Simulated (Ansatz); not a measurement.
System: H2S2, charge 1, doublet. H2S2+ (parent SMILES SS, doublet).
B3LYP-D3(BJ)/def2-TZVP minimum from Ansatz (an electronic-structure program):
```
S
H 1 1.3557
S 1 2.0074 2 93.90
H 3 1.3557 1 93.90 2 180.00
```
Charge +1, spin multiplicity 2.

Total energies in cc-pV(T+d)Z, 13 correlated electrons, 10 frozen orbitals. UHF or UKS for unpaired electrons; spin-orbit terms are left out. Cores are frozen in correlated methods. No relativity. The UHF reference of H2S2+ (parent SMILES SS, doublet) is spin-contaminated (<S^2> up to 0.03 over the pure value in the sets run). The spin of H2S2+ (parent SMILES SS, doublet) was assumed, and the state is the lowest solution found for it.

```json
[
 {"method": "HF", "program": "Ansatz", "energy (Eh)": "-795.96194", "minus CCSDT(Q) (mEh)": "390.61"},
 {"method": "MP2", "program": "Ansatz", "energy (Eh)": "-796.29440", "minus CCSDT(Q) (mEh)": "58.15"},
 {"method": "CCSD", "program": "Ansatz", "energy (Eh)": "-796.33151", "minus CCSDT(Q) (mEh)": "21.03"},
 {"method": "CCSD(T)", "program": "Ansatz", "energy (Eh)": "-796.34997", "minus CCSDT(Q) (mEh)": "2.57"},
 {"method": "CCSDT(Q)", "program": "Ansatz", "energy (Eh)": "-796.35254", "minus CCSDT(Q) (mEh)": "0.00"}
]
```

Rough core times of Ansatz's runs on a shared machine: CCSD(T) under 20 s, CCSDT(Q) 30 min.
